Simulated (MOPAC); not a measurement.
MOPAC input (PM7):

```
PM7 FORCE THERMO(298,298) PRECISE LET UHF MS=0.5 GEO-OK AUX(PRECISION=9) THREADS=1
C4F5

F     2.55024823 1    0.65665040 1   -1.50648607 1
C     1.46947156 1    0.41260469 1   -0.88352263 1
C     0.82692708 1   -0.54980174 1   -0.23533632 1
F     1.39664732 1   -1.74495072 1   -0.11410648 1
C    -0.47653515 1   -0.43524919 1    0.37699080 1
F    -0.91537419 1   -1.53497872 1    0.97048649 1
C    -1.26710241 1    0.65520107 1    0.40090132 1
F    -2.44537965 1    0.73720101 1    0.96146641 1
F    -0.98058774 1    1.81355156 1   -0.13629211 1
```

Output:

```
 *******************************************************************************
 **                                                                           **
 **                              MOPAC v23.2.5                                **
 **                                                                           **
 *******************************************************************************
 ** MOPAC's Digital Object Identifier: https://doi.org/10.5281/zenodo.6511958 **
 **                                                                           **
 ** Please cite the open-source release paper for use of this MOPAC version:  **
 ** J. E. Moussa and J. J. P. Stewart (2026)                                  **
 ** MOPAC: An open-source semiempirical molecular orbital program             **
 ** J. Open Source Softw., 11(119), 8025, https://doi.org/10.21105/joss.08025 **
 *******************************************************************************

                              PM7 CALCULATION RESULTS

 *******************************************************************************
 *  PM7        - The PM7 Hamiltonian to be used
 *  GEO-OK     - OVERRIDE INTERATOMIC DISTANCE AND OTHER SAFETY CHECKS
 *  UHF        - UNRESTRICTED HARTREE-FOCK CALCULATION
 *  MS=        - IN MECI, MAGNETIC COMPONENT OF SPIN =  0.5
 *  LET        - OVERRIDE SOME SAFETY CHECKS
 *  PRECISE    - TIGHTER CRITERIA TO BE USED
 *  FORCE      - FORCE CALCULATION SPECIFIED
 *  AUX        - OUTPUT AUXILIARY INFORMATION
 *  THERMO     - THERMODYNAMIC QUANTITIES TO BE CALCULATED
 *******************************************************************************
PM7 FORCE THERMO(298,298) PRECISE LET UHF MS=0.5 GEO-OK AUX(PRECISION=9) THREADS=1
 C4F5

   ATOM   CHEMICAL          X               Y               Z
  NUMBER   SYMBOL      (ANGSTROMS)     (ANGSTROMS)     (ANGSTROMS)

     1       F          2.55024823  *   0.65665040  *  -1.50648607  *
     2       C          1.46947156  *   0.41260469  *  -0.88352263  *
     3       C          0.82692708  *  -0.54980174  *  -0.23533632  *
     4       F          1.39664732  *  -1.74495072  *  -0.11410648  *
     5       C         -0.47653515  *  -0.43524919  *   0.37699080  *
     6       F         -0.91537419  *  -1.53497872  *   0.97048649  *
     7       C         -1.26710241  *   0.65520107  *   0.40090132  *
     8       F         -2.44537965  *   0.73720101  *   0.96146641  *
     9       F         -0.98058774  *   1.81355156  *  -0.13629211  *

          CARTESIAN COORDINATES

    NO.       ATOM           X           Y           Z

     1         F          2.5502      0.6567     -1.5065
     2         C          1.4695      0.4126     -0.8835
     3         C          0.8269     -0.5498     -0.2353
     4         F          1.3966     -1.7450     -0.1141
     5         C         -0.4765     -0.4352      0.3770
     6         F         -0.9154     -1.5350      0.9705
     7         C         -1.2671      0.6552      0.4009
     8         F         -2.4454      0.7372      0.9615
     9         F         -0.9806      1.8136     -0.1363

 General Reference for PM7:
 "Optimization of Parameters for Semiempirical Methods VI: More Modifications to the
 NDDO Approximations and Re-optimization of Parameters", J. J. P. Stewart, J. Mol. Mod., 1:32, 19 (2013)
 https://link.springer.com/article/10.1007/s00894-012-1667-x
[...]
 FORCE CONSTANT      2.5310

 VIBRATION         17   11A'         ATOM PAIR     ENERGY CONTRIBUTION    RADIAL
 FREQUENCY          1518.94         C 3 -- F 4         +34.2% ( 91.1%)     99.9%
 TRANSITION DIPOLE   1.9447         C 3 -- C 5         +23.5% ( 75.5%)     24.2%
 TRAVEL (Ang.)       0.1059         F 1 -- C 2         +22.6% ( 74.0%)     99.0%
 REDUCED MASS        3.9564         C 2 -- C 3         +17.7% ( 65.6%)      0.5%
 EFFECTIVE MASS     14.2260
 FORCE CONSTANT      5.3781

 VIBRATION         18   12A'         ATOM PAIR     ENERGY CONTRIBUTION    RADIAL
 FREQUENCY          1561.14         C 3 -- C 5         +30.3% ( 82.3%)     83.9%
 TRANSITION DIPOLE   1.6101         C 5 -- F 6         +28.0% ( 79.1%)     90.7%
 TRAVEL (Ang.)       0.0994         C 5 -- C 7         +17.2% ( 62.1%)      2.5%
 REDUCED MASS        4.3702         C 3 -- F 4          +8.9% ( 44.7%)     36.2%
 EFFECTIVE MASS     13.4242
 FORCE CONSTANT      6.2753

 VIBRATION         19   13A'         ATOM PAIR     ENERGY CONTRIBUTION    RADIAL
 FREQUENCY          1604.08         C 7 -- F 9         +35.4% ( 86.4%)     82.7%
 TRANSITION DIPOLE   2.5144         C 7 -- F 8         +35.3% ( 86.4%)     81.9%
 TRAVEL (Ang.)       0.0795         C 5 -- C 7         +23.8% ( 70.8%)      0.0%
 REDUCED MASS        6.6563         F 8 -- F 9          +4.6% ( 31.2%)      0.0%
 EFFECTIVE MASS     13.9183
 FORCE CONSTANT     10.0910

 VIBRATION         20   14A'         ATOM PAIR     ENERGY CONTRIBUTION    RADIAL
 FREQUENCY          1884.00         C 5 -- C 7         +40.2% ( 94.9%)     99.6%
 TRANSITION DIPOLE   1.7798         C 7 -- F 8         +19.0% ( 65.2%)     49.1%
 TRAVEL (Ang.)       0.0804         C 7 -- F 9         +18.8% ( 64.9%)     47.2%
 REDUCED MASS        5.5431         C 5 -- F 6         +11.1% ( 49.9%)     47.4%
 EFFECTIVE MASS     12.3794         C 3 -- C 5         +10.3% ( 47.9%)     25.1%
 FORCE CONSTANT     11.5922

 VIBRATION         21   15A'         ATOM PAIR     ENERGY CONTRIBUTION    RADIAL
 FREQUENCY          3295.57         C 2 -- C 3         +55.2% ( 99.4%)     99.9%
 TRANSITION DIPOLE   1.9669         F 1 -- C 2         +17.2% ( 55.6%)     74.8%
 TRAVEL (Ang.)       0.0586         C 3 -- F 4         +13.8% ( 49.7%)     27.3%
 REDUCED MASS        5.9563         C 3 -- C 5         +13.7% ( 49.6%)     32.6%
 EFFECTIVE MASS     12.0446
 FORCE CONSTANT     38.1140

      SYMMETRY NUMBER FOR POINT-GROUP Cs  =  1

          SYSTEM IS A GROUND STATE

 C4F5

          MOLECULE IS NOT LINEAR

          THERE ARE 21 GENUINE VIBRATIONS IN THIS SYSTEM
          THIS THERMODYNAMICS CALCULATION IS LIMITED TO
          MOLECULES WHICH HAVE NO INTERNAL ROTATIONS

                    CALCULATED THERMODYNAMIC PROPERTIES
                                          *
   TEMP. (K)   PARTITION FUNCTION   H.O.F.    ENTHALPY  HEAT CAPACITY ENTROPY
                                   KCAL/MOL   CAL/MOLE    CAL/K/MOL  CAL/K/MOL

 298.00  VIB.     0.3957D+03                  3595.6885    21.4005    23.9511
         ROT.     0.5946D+06                   888.2803     2.9808    29.4019
         INT.     0.2353D+09                  4483.9688    24.3813    53.3529
         TRA.     0.1654D+28                  1480.4672     4.9680    40.7827
         TOT.                     -145.188    5964.4360    29.3493    94.1356

   *: NOTE: HEATS OF FORMATION ARE RELATIVE TO THE
            ELEMENTS IN THEIR STANDARD STATE AT 298K
              (=  Standard Enthalpy of Formation).

            Hvib:  Zero-point energy is not included.
                   frequencies of less than zero cm-1 are not included.
            Hrot = (3/2)RT
            Htra = (3/2)RT + pV = (5/2)RT

            Heat capacity is Cp, not Cv

          For more information, see: HTTP://OpenMOPAC.net/Manual/thermochemistry.html

           FORCE CONSTANT IN CARTESIAN COORDINATES (Millidynes/A)

    ATOM   CHEMICAL       X               Y               Z
   NUMBER   SYMBOL  FORCE CONSTANT  FORCE CONSTANT  FORCE CONSTANT

      1       F       11.366692        0.249150        0.191455
      2       C       33.844864       14.652998        0.572743
      3       C       28.753808       22.497170        1.517549
      4       F        1.104324        9.607381        0.151770
      5       C       11.579309       15.053290        1.609483
      6       F        4.905630        6.198324        0.269342
      7       C       13.427802       16.469249        1.313585
      8       F        9.711963        1.546949        0.225670
      9       F        3.795359        7.446145        0.221337

 **********************
 *                    *
 * JOB ENDED NORMALLY *
 *                    *
 **********************

 == MOPAC DONE ==
```
